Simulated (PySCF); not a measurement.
Vibration and rotation of RhH

UHF-CCSD(T) constants of RhH, ³Δ (triplet), unpaired electrons σ ↑, δ ↑ (basis H x2c-TZVPPall, Rh x2c-TZVPPall; spin-free X2C with a Gaussian nucleus; PySCF 2.14; masses 1.0078 and 102.9055 u):

- ωe: 2052.9 cm⁻¹
- ωexe: 40.6 cm⁻¹
- Be: 7.146 cm⁻¹
- αe: 0.231 cm⁻¹
- D (centrifugal): 0.000346 cm⁻¹
- De to H + Rh (4d8 5s1): 3.00 eV

**Question.** Give the vibrational terms G(v) and spacings up to v = 6.

**Answer.** G(v) = ωe(v+½) − ωexe(v+½)².

```csv
v,G(v) (cm⁻¹),G(v) − G(v−1),Bv (cm⁻¹)
0,1016,,7.030
1,2988,1972,6.800
2,4878,1890,6.569
3,6688,1809,6.338
4,8416,1728,6.106
5,10063,1647,5.875
6,11628,1566,5.644
```

**Question.** How well does the Morse estimate ωe²/(4ωexe) reproduce De, and what is D0?

**Answer.** It gives 3.22 eV, 107 % of the computed De. D0 = De − G(0) = 3.00 − 0.13 = 2.87 eV.

Correlated steps freeze 14 core orbitals. Spin–orbit coupling is left out, which matters for elements this heavy, above all for dissociation energies. With d or f electrons several states lie close, and the lowest PBE0 determinant need not be the measured ground state.
